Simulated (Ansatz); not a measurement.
Ansatz (a quantum-chemistry and plane-wave program) input (CCSD(T)/def2-SVPD):

Ansatz 0.2 input:
```yaml
crystal:
  periodic: [false, false, false]
  atoms:
    - {symbol: Ta, position_ang: [-0.00000000, -0.00000000, -0.02360009]}
    - {symbol: H, position_ang: [0.00000000, 0.00000000, 1.72280677]}
basis:
  gaussian:
    orbitals: def2-SVPD
total_charge: 1
magnetization: {spin_polarized: true, initial_magnetization: 3}
correlation: {method: ccsd_t, electrons: outside_noble_gas}
```

End of the output:

```
mean field evaluation 2016: about -1537.8545 eV, gradient 4.3e-4 eV
mean field evaluation 2048: about -1540.7719 eV, gradient 2.0e-1 eV
mean field evaluation 2080: about -1540.7020 eV, gradient 9.4e-2 eV
mean field evaluation 2112: about -1539.9452 eV, gradient 9.7e-4 eV
mean field evaluation 2144: about -1540.2655 eV, gradient 2.6e-6 eV
mean field -1540.94050131 eV, -56.6285189360 hartree, gradient 2.7e-6 eV, S^2 3.781179; 32 other end points of the search recorded, 0 dependent functions left out
determinant -1540.94050131 eV, -56.6285189360 hartree, with singles and doubles -1542.57835644 eV, -56.6887090021 hartree
determinant -1540.77997506 eV, -56.6226197054 hartree, with singles and doubles -1542.44964014 eV, -56.6839787653 hartree
determinant -1540.71741243 eV, -56.6203205710 hartree, with singles and doubles -1542.45931937 eV, -56.6843344702 hartree
determinant -1540.70256170 eV, -56.6197748167 hartree, with singles and doubles -1542.41648026 eV, -56.6827601620 hartree
determinant -1540.26545235 eV, -56.6037113445 hartree, with singles and doubles -1541.90679118 eV, -56.6640294340 hartree
determinant -1540.21892299 eV, -56.6020014220 hartree, with singles and doubles -1541.91471137 eV, -56.6643204955 hartree
determinant -1539.94517305 eV, -56.5919412972 hartree, with singles and doubles -1541.83476627 eV, -56.6613825672 hartree
determinant -1539.81663336 eV, -56.5872175507 hartree, with singles and doubles -1541.52461587 eV, -56.6499847502 hartree
determinant -1538.38831763 eV, -56.5347279158 hartree, with singles and doubles -1539.82927185 eV, -56.5876820068 hartree
determinant -1537.98795910 eV, -56.5200150113 hartree, with singles and doubles -1539.44944247 eV, -56.5737235344 hartree
determinant -1537.85453225 eV, -56.5151116649 hartree, with singles and doubles -1539.37079351 eV, -56.5708332385 hartree
determinant -1537.73944923 eV, -56.5108824421 hartree, with singles and doubles -1539.27848907 eV, -56.5674411131 hartree
determinant -1537.71562802 eV, -56.5100070285 hartree, with singles and doubles -1539.24164227 eV, -56.5660870179 hartree
determinant -1540.94050131 eV, -56.6285189360 hartree, with singles and doubles -1542.57837948 eV, -56.6887098487 hartree
determinant -1540.77997506 eV, -56.6226197054 hartree, with singles and doubles -1542.45869594 eV, -56.6843115596 hartree
determinant -1540.71741243 eV, -56.6203205710 hartree, with singles and doubles -1542.47165772 eV, -56.6847878963 hartree
determinant -1540.70256170 eV, -56.6197748167 hartree, with singles and doubles -1542.43455551 eV, -56.6834244154 hartree
4 core orbitals not correlated
reference -1540.94050131 eV, -56.6285189360 hartree; 4, 1 occupied and 35, 38 virtual orbitals, 403 factors
second order -1.26234508 eV of doubles, -0.00000000 eV of singles
coupled cluster: 0.08 GiB planned
cycle   1  -1.63787894 eV  change   -7.7e-7 eV  update   4.4e-6
perturbative correction -0.03167219 eV, -0.0011639314 hartree
Total energy: -1542.61005243 eV, -56.6898738082 hartree
```

This state (charge 1, quartet) is run at the relaxed geometry of the species with charge 0 and multiplicity 3.
